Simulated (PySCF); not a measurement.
C3H9NSi2, SMILES [SiH2]1N[SiH2]C=C1C.

Coordinates come from a B3LYP-D3(BJ)/def2-SVP optimisation. This is a generated structure with no PubChem entry under its InChIKey; it may be hypothetical.

All values below come from PBE/def2-TZVP in PySCF.

Gas-phase values at a fixed geometry.

```json
{
  "total_energy": "-753.05955 hartree",
  "point_group": "Cs",
  "highest_occupied_level": "-5.96 eV",
  "lowest_empty_level": "-1.48 eV",
  "orbital_gap": "4.48 eV",
  "dipole_moment": "0.082 e·Å",
  "quadrupole, principal values (traceless, Buckingham form, about the centre of nuclear charge)": "-5.73, -2.87, 8.60 D·Å",
  "mean_static_polarisability": "95.0 bohr³ (14.08 Å³)",
  "polarisability_principal_values": "72.8, 93.9, 118.3 bohr³"
}
```
